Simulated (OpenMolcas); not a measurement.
Consider [Cu2(μ-OH)2(F)4]2-, a planar model complex in vacuum (2 bridging OH, bridge angle 86°, metal-metal distance 2.65 Å, Cu–OH 1.94 Å; typed geometry, not optimised).

```xyz
10

Cu    -1.3231     0.0000     0.0000
Cu     1.3231     0.0000     0.0000
O      0.0000     1.4188     0.0000
H      0.0000     2.3788     0.0000
O      0.0000    -1.4188     0.0000
H      0.0000    -2.3788     0.0000
F     -2.6595     1.3364     0.0000
F     -2.6595    -1.3364     0.0000
F      2.6595     1.3364     0.0000
F      2.6595    -1.3364     0.0000
```

### Question
Give the energies of the total-spin states at CASSCF(2,2) on the singly occupied d orbitals (ANO-RCC-VDZP on Cu, O, F and ANO-RCC-VDZ on H, scalar-relativistic DKH2, RICD, no spin-orbit coupling, OpenMolcas), and the exchange constant.

### Answer
Local spins 1/2 and 1/2.

| total S | E (cm⁻¹) | natural occupations, lowest and highest |
|---|---|---|
| 1 | 0.0 | 1.000, 1.000 |
| 0 | 15.6 | 0.989, 1.011 |

J = 7.8 cm⁻¹ (ferromagnetic).

J is defined by H = −2J S1·S2, so negative values are antiferromagnetic. Wave-function values come from the highest and lowest total spin; broken-symmetry values use Yamaguchi's formula with the computed ⟨S²⟩. The active space holds the singly occupied metal orbitals alone, without bridging-ligand orbitals. No row is a measured value.
